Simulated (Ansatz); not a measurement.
```yaml
crystal:
  periodic: [false, false, false]
  atoms:
    - {symbol: Pb, position_ang: [-1.146898, -0.473182, 1.774586]}
    - {symbol: Pb, position_ang: [-0.223611, 1.708748, -0.741228]}
    - {symbol: Pb, position_ang: [-0.486516, -1.699165, -1.250872]}
    - {symbol: Pb, position_ang: [1.989386, -0.547884, 0.656264]}
    - {symbol: O, position_ang: [-1.720552, 0.015583, -0.381876]}
    - {symbol: O, position_ang: [1.089993, -0.051378, -1.384047]}
    - {symbol: O, position_ang: [0.498189, 1.047288, 1.327162]}
basis:
  gaussian: {orbitals: def2-TZVP, initial_orbitals: start.molden}
total_charge: 1
magnetization: {spin_polarized: true, initial_magnetization: 1}
hamiltonian: {xc: {name: CAM-B3LYP}, dispersion: d4}
scf: {omitted_lower_state_checks: [starts]}
output: {orbitals: {seedname: orbitals}}
```

The file start.molden holds the orbitals of an earlier run on this structure, at another level or in another basis.

```sh
$ ansatz run in.yaml --threads 4 --pin off --events-out ev --progress --plain --max-ram 4787MiB
```

Does this run fit into the memory that it is given?

No. It has 293 basis functions, and Ansatz plans for 6 GiB where 5 GiB are given.
